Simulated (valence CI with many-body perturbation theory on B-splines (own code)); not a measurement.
Bi in brief

Calculated by valence CI with perturbative core correlation (CI+MBPT): five valence electrons over a frozen Dirac-Fock core [Xe] 4f14 5d10, radial functions for each j: 9 s, 9 p, 8 d, 6 f, 3 g, 1 h, with the one-electron correlation potential Σ1 (screened to all orders), the two-electron term Σ2, the three-electron term Σ3, Breit, model QED; selected single and double excitations, second order for the rest, scaled by the run's own slope (own B-spline code, finite nucleus).

Set against measurement, 16 paired levels are off by 257 cm⁻¹ on average, the worst by 628. These come from a selection out of the NIST Handbook of Basic Atomic Spectroscopic Data. Levels without a partner in it may be off by more. Among the levels kept, up to 1200 cm⁻¹ of a level comes from second order outside the variational space, and about a tenth of that is noise between levels of different J, which matters for small intervals.

Levels are named by their leading jj configuration (3d3/2^4 stands for four electrons in 3d with j = 3/2), which in mixed levels can hold well under half, so a name can repeat and another be missing.

Rates and lifetimes use the calculated energies. Strong lines usually hold to 10 to 20 %, long lifetimes can be off by a factor of two.

(1) What is the ground level?

(2) What is the ionisation energy?

(3) How well does LS coupling describe the low levels?

(4) Name the longest-lived excited levels whose lifetime is computed, and their main decay.

(5) Among levels below 53041 cm⁻¹, which E1 lines absorb most strongly from the ground level?

## Answers

(1) (6s^2 6p1/2^2 6p3/2) J=3/2, composition 55 % 6s²6p³ ⁴S° + 27 % 6s²6p³ ²P° + 14 % 6s²6p³ ²D°, g = 1.634.

(2) 7.2121 eV; NIST lists 7.28552 eV (measured).

(3) Among the lowest 20 levels the leading LS term, summed over configurations, holds 52 % on average. For single configurations the figures are 47 % in LS and 87 % in jj coupling. Terms mix most in the J = 5/2 level at 44470 cm⁻¹, where the leading one holds 22 %.

(4) (6s^2 6p1/2 6p3/2^2) J=5/2 at 15593 cm⁻¹ lives 131 ms, mostly by M1 to (6s^2 6p1/2^2 6p3/2) J=3/2; (6s^2 6p1/2 6p3/2^2) J=3/2 at 11545 cm⁻¹ lives 32.4 ms, mostly by M1 to (6s^2 6p1/2^2 6p3/2) J=3/2; (6s^2 6p1/2 6p3/2^2) J=1/2 at 21682 cm⁻¹ lives 17.8 ms, mostly by M1 to (6s^2 6p1/2^2 6p3/2) J=3/2.

(5) to (6s^2 6p1/2^2 6d5/2) J=5/2 at 224.9 nm, f = 0.264; to (6s^2 6p1/2^2 7s) J=1/2 at 309.7 nm, f = 0.123; to (6s^2 6p1/2 6p3/2 7s) J=5/2 at 206.3 nm, f = 0.105.
